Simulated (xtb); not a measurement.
C2H8F2Si2, SMILES FC(F)C([SiH3])[SiH3]. All values are semi-empirical tight-binding results from xtb (GFN2-xTB unless named), good for trends rather than for accurate numbers. Geometry: GFN2-xTB. The structure was generated by enumeration, and PubChem lists no compound with its InChIKey, so it may never have been made. Other conformers were not sampled.

Optimised geometry:

```xyz
14

F      0.4083     1.1920     1.3018
C      0.4849     1.1544    -0.0564
F     -0.3764     2.1196    -0.4878
C      0.1240    -0.2024    -0.5899
Si    -1.6995    -0.6077    -0.1626
Si     1.3873    -1.4862     0.0375
H      1.4973     1.4945    -0.3283
H      0.2117    -0.1353    -1.6773
H     -1.8386    -0.6805     1.2892
H     -1.9861    -1.9054    -0.7771
H     -2.5684     0.4219    -0.7278
H      1.2961    -1.6106     1.4886
H      2.7307    -1.0325    -0.3407
H      1.0872    -2.7538    -0.6246
```

Computed properties:
```yaml
orbital_gap: 5.46 eV
dipole_moment: 2.48 D
zero_point_energy: 54.4 kcal/mol
G − E(el) at 298.15 K (modified RRHO): 32.9 kcal/mol
static polarisability (D4 model): 85.9 bohr³
solvation energy, GFN2-xTB/ALPB(water): -0.8 kcal/mol
solvation energy, GFN2-xTB/ALPB(ether): -3.9 kcal/mol
```

Computed atomic charges and the Wiberg bond orders between heavy atoms:
charges (e) F1 -0.25, C2 0.30, F3 -0.24, C4 -0.25, Si5 0.47, Si6 0.46, H7 0.03, H8 0.02, H9 -0.08, H10 -0.11, H11 -0.07, H12 -0.08, H13 -0.09, H14 -0.09. Bond orders F1–C2 0.94, C2–F3 0.93, C2–C4 1.03, C4–Si5 0.85, C4–Si6 0.87.
